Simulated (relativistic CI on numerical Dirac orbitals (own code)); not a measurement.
Energy levels of Gd⁷⁺

These numbers are calculated, not measured: Dirac-Coulomb-Breit CI, KLI orbitals optimised for each configuration, model QED, unscaled Slater integrals (own radial code, finite nucleus).

CI space (outside the closed core [Kr] 4d10): 4f6.5s2.5p3, 4f5.5s.5p5. The list is cut by size and lacks configurations that can hold low levels.

| No. | Configuration | Term | J | E (cm⁻¹) | % | Next component (%) | Landé g |
| --- | --- | --- | --- | --- | --- | --- | --- |
| 1 | 4f6(7F).5p3(4S°) | 10F° | 3/2 | 0.0 | 69 | 26 8D° | 3.040 |
| 2 | 4f6(7F).5p3(4S°) | 10F° | 5/2 | 1381.5 | 72 | 19 8D° | 2.151 |
| 3 | 4f6(7F).5p3(4S°) | 10F° | 7/2 | 2983.9 | 76 | 12 8D° | 1.853 |
| 4 | 4f6(7F).5p3(4S°) | 10F° | 9/2 | 4532.9 | 79 | 10 8F° | 1.716 |
| 5 | 4f6(7F).5p3(4S°) | 10F° | 11/2 | 5764.8 | 79 | 9 8F° | 1.640 |
| 6 | 4f6(7F).5p3(4S°) | 10F° | 13/2 | 6493.2 | 78 | 13 8G° | 1.592 |
| 7 | 4f6(7F).5p3(4S°) | 10F° | 15/2 | 6636.0 | 74 | 23 8G° | 1.560 |
| 8 | 4f6(7F).5p3(4S°) | 8F° | 1/2 | 22285.3 | 89 | 10 6D° | 3.880 |
| 9 | 4f6(7F).5p3(4S°) | 8F° | 3/2 | 23028.4 | 76 | 10 8D° | 2.035 |
| 10 | 4f6(7F).5p3(4S°) | 8F° | 5/2 | 24270.6 | 60 | 20 8D° | 1.746 |
| 11 | 4f6(7F).5p3(4S°) | 8F° | 7/2 | 26209.5 | 45 | 24 8D° | 1.619 |
| 12 | 4f6(7F).5p3(4S°) | 8F° | 9/2 | 28825.3 | 39 | 13 8D° | 1.502 |
| 13 | 4f6(7F).5p3(4S°) | 8F° | 11/2 | 30781.6 | 41 | 22 8G° | 1.457 |
| 14 | 4f6(7F).5p3(2D°) | 8H° | 5/2 | 31459.9 | 27 | 25 6G° | 1.126 |
| 15 | 4f6(7F).5p3(2D°) | 8H° | 7/2 | 31600.0 | 22 | 19 6G° | 1.337 |
| 16 | 4f6(7F).5p3(2D°) | 8H° | 3/2 | 31744.5 | 22 | 21 6G° | 1.035 |
| 17 | 4f6(7F).5p3(4S°) | 8F° | 13/2 | 32573.9 | 56 | 22 8G° | 1.485 |
| 18 | 4f6(5D).5p3(4S°) | 8D° | 9/2 | 32963.8 | 22 | 18 6F° | 1.492 |
| 19 | 4f6(5D).5p3(4S°) | 8D° | 3/2 | 33194.1 | 32 | 16 8H° | 1.589 |
| 20 | 4f6(5D).5p3(4S°) | 8D° | 5/2 | 35988.0 | 43 | 11 6D° | 1.717 |
| 21 | 4f6(5D).5p3(4S°) | 8D° | 7/2 | 39333.4 | 44 | 10 6D° | 1.590 |
| 22 | 4f6(7F).5p3(4S°) | 6F° | 1/2 | 41407.5 | 47 | 32 8G° | -0.236 |
| 23 | 4f6(5D).5p3(4S°) | 8D° | 9/2 | 42349.8 | 35 | 17 8G° | 1.496 |
| 24 | 4f6(7F).5p3(4S°) | 6F° | 11/2 | 42394.3 | 21 | 20 8G° | 1.386 |
| 25 | 4f6(5L).5p3(4S°) | 8L° | 11/2 | 43061.8 | 58 | 16 6K° | 0.818 |
| 26 | 4f6(5L).5p3(4S°) | 8L° | 9/2 | 43187.5 | 66 | 25 6K° | 0.453 |
| 27 | 4f6(5L).5p3(4S°) | 8L° | 13/2 | 43243.7 | 63 | 13 6K° | 0.942 |
| 28 | 4f6(7F).5p3(4S°) | 6F° | 3/2 | 43250.7 | 36 | 24 8G° | 1.133 |
| 29 | 4f6(5L).5p3(4S°) | 8L° | 15/2 | 43695.5 | 40 | 17 8G° | 1.189 |
| 30 | 4f6(5G).5p3(4S°) | 8G° | 15/2 | 44085.4 | 31 | 26 8L° | 1.274 |
| 31 | 4f6(5G).5p3(4S°) | 8G° | 1/2 | 44345.3 | 54 | 27 6F° | -0.377 |
| 32 | 4f6(5L).5p3(4S°) | 8L° | 17/2 | 44564.4 | 68 | 14 6L° | 1.135 |
| 33 | 4f6(5G).5p3(4S°) | 8G° | 3/2 | 44928.6 | 61 | 26 6F° | 0.970 |
| 34 | 4f6(5G).5p3(4S°) | 8G° | 13/2 | 45236.2 | 47 | 13 6H° | 1.384 |
| 35 | 4f6(5L).5p3(4S°) | 8L° | 19/2 | 45330.7 | 70 | 12 6L° | 1.194 |
| 36 | 4f6(5D).5p3(4S°) | 8D° | 11/2 | 45346.7 | 61 | 17 6F° | 1.543 |
| 37 | 4f6(5G).5p3(4S°) | 8G° | 5/2 | 45380.0 | 32 | 27 6F° | 1.384 |
| 38 | 4f6(5G).5p3(4S°) | 8G° | 5/2 | 46014.4 | 47 | 20 6F° | 1.236 |
| 39 | 4f6(5L).5p3(4S°) | 8L° | 21/2 | 46028.2 | 70 | 15 6M° | 1.239 |
| 40 | 4f6(5G).5p3(4S°) | 8G° | 7/2 | 46106.0 | 37 | 17 6F° | 1.422 |
| 41 | 4f6(5D).5p3(4S°) | 6D° | 1/2 | 46391.4 | 55 | 15 8G° | 2.024 |
| 42 | 4f6(5D).5p3(4S°) | 8D° | 9/2 | 46516.3 | 24 | 21 8G° | 1.497 |
| 43 | 4f6(5L).5p3(4S°) | 8L° | 23/2 | 46531.0 | 70 | 25 6M° | 1.272 |
| 44 | 4f6(5G).5p3(4S°) | 8G° | 7/2 | 48068.2 | 31 | 21 8F° | 1.395 |
| 45 | 4f6(7F).5p3(2D°) | 8D° | 3/2 | 48664.7 | 59 | 12 10F° | 2.563 |

Energies count from the lowest computed level; ° marks odd parity. Percentages are summed over parent terms; the parents shown are those of the largest component, closed shells are left out there.

The mean weight of the leading LS term, summed over parents, in these 45 levels is 52 %, and that of the leading jj configuration (from the same eigenvectors) 31 %, so LS coupling describes them better.

At this charge configurations can still be misplaced by up to about 7 % of their energy. Terms inside the open d or f shell come out 10 to 20 % too wide with unscaled integrals. Levels and lines within the n = 5 or 6 shells can be off by up to 10 % or somewhat more, and those that change n by about 2 %, since core polarisation is missing.

LS names give the leading component of a level, which can be under half, so a name can repeat, a term be missing and a line seem to break the LS rules.
